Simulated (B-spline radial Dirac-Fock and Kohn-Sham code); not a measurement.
X-ray lines that fill the L3 vacancy in Sm²⁺

System: the Sm²⁺ ion, [Xe] 4f6, inside a Watson sphere of charge -2 and radius 3 Å (a model of the Madelung potential; inside it an electron's potential energy is raised by 9.6 eV).

Level of theory: one-electron (LDA, Dirac) transition rates at Dirac-Fock energies; a B-spline atomic structure program.

```
 line  multipole  energy (eV)  width (meV)  share (%)
   Lℓ         E1       4987.7         16.9       3.19
L3-M2         E2       5171.8        0.135     0.0254
L3-M3         E2       5294.5        0.124     0.0234
  Lα2         E1       5610.0         44.3       8.35
  Lα1         E1       5635.9          392       73.9
  Lβ6         E1       6359.7         3.98      0.751
 Lβ15         E1       6578.1         7.27       1.37
  Lβ2         E1       6582.8         65.0       12.3
  Lβ7         E1       6669.4        0.697      0.131
```

The listed lines hold 100.0 % of the radiative rate. The radiative width is 0.530 eV in the length form and 0.538 eV in the velocity form; the two differ because the transition energies are not eigenvalue differences of the potential that gave the orbitals.

Values without a named source are computed, but for edge energies of neutral atoms, which are taken from tables.
